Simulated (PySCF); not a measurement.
**From computed data to an observable: oscillator strength and radiative lifetime**

C2H10O2Si2, SMILES C([SiH]([SiH3])CO)O.

The structure is a stationary point at r2SCAN-D4/def2-SVP. The structure was generated by enumeration, and PubChem lists no compound with its InChIKey, so it may never have been made. Other conformers were not sampled.

PySCF with TDA-PBE/def2-SVPD puts the first singlet state with f over 0.02 at 5.45 eV (vertical), with the transition dipole (0.237, 0.421, -0.067) in atomic units.

Q: Find the oscillator strength, the wavelength and the radiative lifetime that this transition would have in vacuum if emission retraced absorption.

A: 
|μ|² = 0.2379 au, so |μ| = 1.24 D. ΔE = 5.45/27.211 = 0.2003 hartree. f = (2/3) ΔE |μ|² = 0.032 (the program prints 0.032).
λ = 1239.84/5.45 = 227 nm; ν = 43957 cm⁻¹.
Einstein's coefficient A = 0.6670 ν² f s⁻¹ (ν in cm⁻¹) = 4.1e7 s⁻¹, so τ = 1/A = 24 ns. This state is S3; the lower singlets have f = 0.007, 0.001. The figure is the radiative limit of this one transition; relaxation, internal conversion, crossing to triplets and a medium change what is measured.
